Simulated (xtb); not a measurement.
C4H6, SMILES C#CCC. All values are semi-empirical tight-binding results from xtb (GFN2-xTB unless named), good for trends rather than for accurate numbers. The structure is a stationary point at GFN2-xTB.

Optimised geometry:

Bond lengths (Å): C1–C2 1.196, C1–H5 1.049, C2–C3 1.449, C3–C4 1.529, C3–H6 1.094, C3–H7 1.094, C4–H8 1.088, C4–H9 1.088, C4–H10 1.088. Bond angles (°): C2–C1–H5 179.4, C1–C2–C3 178.7, C2–C3–C4 111.2, C2–C3–H6 108.8, C2–C3–H7 108.8, C4–C3–H6 109.9, C4–C3–H7 109.9, H6–C3–H7 108.1, C3–C4–H8 110.2, C3–C4–H9 110.4, C3–C4–H10 110.4, H8–C4–H9 108.7, H8–C4–H10 108.7, H9–C4–H10 108.3.

Computed properties:
| Quantity | Value |
|---|---|
| point group as xtb finds it | Cs |
| orbital gap | 6.92 eV |
| dipole moment | 0.70 D |
| zero-point energy | 52.2 kcal/mol |
| G − E(el) at 298.15 K (modified RRHO) | 35.2 kcal/mol |
| static polarisability (D4 model) | 46.3 bohr³ |
| solvation energy, GFN2-xTB/ALPB(water) | -0.9 kcal/mol |
| solvation energy, GFN2-xTB/ALPB(acetonitrile) | -3.4 kcal/mol |

Task: Give the IR lines (harmonic; lines under 4 % of the strongest left out, lines within 3 cm⁻¹ merged). (The exact figures need the calculation; the answer reports its results.)

Result: ν (cm⁻¹): 641 (s), 665 (m), 816 (w), 899 (m), 1083 (w), 1496 (w), 1504 (w), 2297 (m), 2941 (s), 2956 (s), 3032 (vs), 3037 (vs), 3042 (s), 3398 (w) (against the strongest line: vs over 80 %, s over 45 %, m over 15 %, w over 4 %, vw less)

Task: Give the atomic charges and the Wiberg bond orders between heavy atoms. (The exact figures need the calculation; the answer reports its results.)

Result: charges (e) C1 -0.12, C2 -0.03, C3 -0.03, C4 -0.10, H5 0.07, H6 0.05, H7 0.05, H8 0.03, H9 0.04, H10 0.04. Bond orders C1–C2 2.90, C2–C3 1.05, C3–C4 1.00.
